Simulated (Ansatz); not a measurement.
H₄PSi, SMILES [SiH2]P, multiplicity 2.

Coordinates come from a PBE0-D3(BJ)/def2-TZVP optimisation. The isomer is the one that the SMILES or the coordinates give; other isomers of the formula were not compared.

Two levels are set side by side: PBE/def2-TZVPD (Ansatz, a first-principles code) and PBE0/def2-TZVPD (Ansatz). Energy differences of separate SCF runs at the same geometry; the states with an electron removed or added have multiplicity 1 and 1. Differences are taken from unrounded values.

| quantity | PBE |
|---|---|
| vertical ionisation energy (eV) | 7.95 |
| vertical electron affinity (eV) | 0.94 |

These are the PBE values. What does PBE0 give? (Estimate from the structure and the level; the computed values follow.)


```json
[
 {"quantity": "vertical ionisation energy (eV)", "PBE0": "8.11", "PBE minus PBE0": "-0.16"},
 {"quantity": "vertical electron affinity (eV)", "PBE0": "0.92", "PBE minus PBE0": "0.02"}
]
```
